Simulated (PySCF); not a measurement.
**Exercise with solution: entropy of an ideal gas**

Mg(Cl)(OH) (ClHMgO), SMILES [OH][Mg][Cl].

Geometry: PBE-D3(BJ)/def2-TZVP. One conformer was computed; it need not be the lowest.

PBE-D3(BJ)/def2-TZVP (PySCF) gives the harmonic wavenumbers 131, 138, 288, 401, 797, 3880 cm⁻¹ and the rotational temperatures 71.8170, 0.1216, 0.1214 K. The molar mass is 76.76 g/mol, the symmetry number 1, the spin multiplicity 1.

Task: Work out the entropy at 298.15 K and 1 atm in the rigid-rotor, harmonic-oscillator model.

Result: 
Translation (Sackur–Tetrode at 1 atm): S = R[1.5 ln M + 2.5 ln T − 1.16487] = 162.9 J/(mol K).
Rotation: q = (√π/σ) T^1.5/√(θA θB θC) = 8860, S = R[ln q + 3/2] = 88.0 J/(mol K).
Vibration: with u = 1.4388 ν/T, each mode gives R[u/(e^u − 1) − ln(1 − e^−u)]:
| ν (cm⁻¹) | modes | u | S (J/(mol K)) |
|---|---|---|---|
| 131 | 1 | 0.63 | 12.26 |
| 138 | 1 | 0.67 | 11.85 |
| 288 | 1 | 1.39 | 6.22 |
| 401 | 1 | 1.94 | 4.01 |
| 797 | 1 | 3.85 | 0.88 |
The stiffer modes add less than 0.005 each. Sum 35.2 J/(mol K).
Spin: R ln 1 = 0.0 J/(mol K).
Total 286.1 J/(mol K); the program's own thermochemistry gives 286.2. Translation makes up 57 % and vibration 12 %. Anharmonicity, hindered rotation and orbital degeneracy are left out.
